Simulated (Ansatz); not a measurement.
Basis-set extrapolation for `C1CCCNCC1` (PBE0-D4/def2-TZVP geometry, frozen core, Ansatz). Multiplicity 1, RHF reference.

```
                      def2-TZVPP   def2-QZVPP
                 HF  -289.321037  -289.334528
    MP2 correlation    -1.249869    -1.328967
CCSD(T) correlation    -1.368408      not run
```

Energies in hartree. Use E(X) = E(∞) + A·exp(−7.88·√X) for Hartree–Fock and E(X) = E(∞) + B·X^(−2.97) for correlation, with X = 3 and 4, and add CCSD(T) minus MP2 of the smaller set to the MP2 limit.

Problem. What is the CCSD(T) energy at the basis-set limit?

Solution. HF limit: -289.334528 + (-0.013491) × 0.13774 = -289.33639. MP2 limit: -1.328967 + (-0.079098) × 0.74074 = -1.38756. Higher-order term: -1.368408 − (-1.249869) = -0.11854. Total: -290.84249 hartree, 96.0 kcal/mol below CCSD(T)/def2-TZVPP.
